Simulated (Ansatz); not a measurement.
A rate constant, worked out

An elementary step of BHOF₂, closed shell (BHOF₂ ([OH][B]([F])[F]) → BOF + HF; B–F, O–H broken or loosened, F–H formed or tightened). The start structure is the reactant molecule, and the electronic barrier above it is 2.888 eV by CCSD(T) at an estimated basis limit (MP2 extrapolated from triple and quadruple zeta, plus CCSD(T) − MP2 in triple zeta). Computed with Ansatz 0.2.0 (basis: def2-TZVPP and def2-QZVPP); correlated methods freeze the cores. Extrapolation: Hartree–Fock as exp(−7.88 √X), correlation as X^−2.97. Harmonic wavenumbers at PBE0-D4/def2-TZVP (Ansatz 0.2.0), in cm⁻¹:

Start: 443, 478, 542, 687, 893, 1005, 1451, 1509, 3902.

Saddle: 814i, 309, 525, 566, 850, 959, 1044, 1926, 2329.

**Question.** Work out the transition-state-theory rate constant at 400 K from these numbers alone (harmonic vibrations; rotation, path degeneracy and anharmonicity left out), and the Wigner tunnelling factor. Use 1 cm⁻¹ = 1.2398 × 10⁻⁴ eV and k_B = 8.617 × 10⁻⁵ eV/K.

**Answer.** Zero-point energies, half the sums: start 10910/2 cm⁻¹ = 0.6763 eV; saddle, real modes only, 8508/2 cm⁻¹ = 0.5274 eV.
Barrier with zero-point energy: 2.888 + 0.5274 − 0.6763 = 2.7391 eV.
k_BT = 0.03447 eV, so the barrier is 79.46 k_BT.
Vibrational partition functions from the zero-point level, ln q = −Σ ln(1 − exp(−hν/k_BT)): start 0.745, saddle 0.808.
k = (k_BT/h) exp(ln q‡ − ln q) exp(−E0/k_BT), with log₁₀(k_BT/h in s⁻¹) = 12.92: log₁₀ k = 12.92 + (0.063 − 79.46)/2.3026 = -21.56, so k ≈ 3 × 10^(-22) s⁻¹.
Wigner factor: 1 + (hν‡/k_BT)²/24 = 1 + (2.93)²/24 = 1.36. A change of 1 kcal/mol (0.043 eV) in the barrier would change k by a factor of 3.5 at this temperature.

No T1 diagnostic of these runs exceeds 0.016.

Labels in which every atom is bracketed show which atoms are joined, not bond orders.

For scale, one of the runs: CCSD(T)/def2-TZVPP, 138 basis functions, launched by `ansatz run in.yaml --threads 2 --pin off --events-out ev --progress --plain --max-ram 4352MiB`. The run took 23 s on 2 CPU threads of an Intel Xeon Platinum 8259CL (shared host), with 0.87 GiB of host memory at its peak.
